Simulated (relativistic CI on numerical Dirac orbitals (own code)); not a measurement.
**Sensitivity of the levels of Pb³²⁺ to α and to the nuclear radius**

These numbers are calculated, not measured: Dirac-Coulomb-Breit CI, orbitals from a KLI potential per configuration, derivatives by finite differences, unscaled Slater integrals, QED left out (own radial code, finite nucleus).

CI space (outside the closed core [Ar] 3d10 4p6 4d10): 4s2 4f4, 4s2 4f3 5s, 4s2 4f3 5p, 4s2 4f2 5s2, 4s2 4f2 5s 5p, 4s 4f3 5s2. Levels of other configurations are missing.

With x = (α/α₀)² − 1 an excitation energy changes as ω = ω₀ + qx; K = 2q/ω₀ is the relative enhancement. Terms are leading LS components, so labels can repeat. The field-shift factor is F = δν/δ⟨r²⟩ for the transition from the lowest level.

Lowest level 4s2 4f4 5I_4.

| Level | ω₀ (cm⁻¹) | q (cm⁻¹) | K | F (GHz/fm²) |
| --- | --- | --- | --- | --- |
| 4s2 4f4 5I_5 | 33581.9 | 42600 | 2.54 | 2.52 |
| 4s2 4f4 3F_2 | 45387.6 | -8780 | -0.387 | 0.142 |
| 4s2 4f4 5I_6 | 56381.3 | 56880 | 2.02 | 3.53 |
| 4s2 4f4 3G_4 | 66654.5 | 27700 | 0.831 | 2.22 |
| 4s2 4f4 5F_1 | 68629.4 | 38270 | 1.12 | 2.74 |
| 4s2 4f4 5I_7 | 69620.4 | 52260 | 1.5 | 3.49 |
| 4s2 4f4 3K_8 | 78446.2 | 45280 | 1.15 | 3.29 |
| 4s2 4f4 5F_3 | 78892.5 | 39210 | 0.994 | 2.93 |
| 4s2 4f4 5G_2 | 82971.3 | 36860 | 0.889 | 2.87 |
| 4s2 4f4 5G_3 | 86910.2 | 38000 | 0.874 | 2.97 |
| 4s2 4f4 5S_2 | 88965.8 | 46980 | 1.06 | 3.44 |
| 4s2 4f4 3K_6 | 98468.6 | 71350 | 1.45 | 4.78 |
| 4s2 4f4 3G_5 | 100809.1 | 51090 | 1.01 | 3.81 |

At this charge energies of transitions that change n are usually good to better than 1 %, and those within a shell (Δn = 0) to a few per cent. Terms inside the open d or f shell come out 10 to 20 % too wide with unscaled integrals.
